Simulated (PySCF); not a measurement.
chlorosilylformaldehyde (CH3ClOSi), SMILES O=C[SiH2]Cl. Atoms are numbered in the order given.

```xyz
7

O     -0.1774     2.5862     0.0000
C     -0.5927     1.4511     0.0000
Si     0.6800    -0.0030     0.0000
Cl    -0.3459    -1.8113     0.0000
H     -1.6984     1.2362     0.0000
H      1.5175     0.1006    -1.2221
H      1.5175     0.1006     1.2221
```

Geometry: B3LYP-D3(BJ)/def2-SVP. The values are those of a single conformer.

Computed with B3LYP/pcJ-1 in PySCF.

Isotropic couplings with Fermi-contact, spin-dipole and both spin-orbit terms, one fixed conformer, no vibrational averaging. Isotopes: 13C, 1H, 29Si.

```
pair    bonds apart  J (Hz)
------  -----------  ------
C2–Si3            1   -72.3
C2–H5             1   173.5
Si3–H6            1     ___
Si3–H7            1     ___
C2–H6             2     ___
C2–H7             2     ___
Si3–H5            2   -66.6
H6–H7             2    12.7
H5–H6             3     ___
H5–H7             3     ___
```

Problem. Complete the blanks. (Estimate from the structure and the level; the computed values follow.)

Solution. 
- Si3–H6, J (Hz): -259.7
- Si3–H7, J (Hz): -259.7
- C2–H6, J (Hz): 9.4
- C2–H7, J (Hz): 9.4
- H5–H6, J (Hz): 3.7
- H5–H7, J (Hz): 3.7
